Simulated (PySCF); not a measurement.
All values below come from TPSSh-D3(BJ)/def2-TZVP // PBE-D3(BJ)/def2-SVP (PySCF). All species are isolated molecules in the gas phase. One relaxed conformer stands for a flexible species; it need not be the lowest. 

Reference species: [Zn(OH)(H)] (neutral, multiplicity 1).

```yaml
charge on the central atom (meta-Löwdin): 1.05 e
HOMO–LUMO gap: 6.50 eV
```

Changed species: [Zn(OH)2] (0 of 2 OH replaced by H; the reference has 1 of 2 OH replaced by H).

**Question.** Give the shifts of the charge on the central atom (meta-Löwdin) and HOMO–LUMO gap.

**Answer.** the charge on the central atom (meta-Löwdin) increases by 0.23 e, to 1.28 e; the HOMO–LUMO gap falls by 0.54 eV, to 5.96 eV.
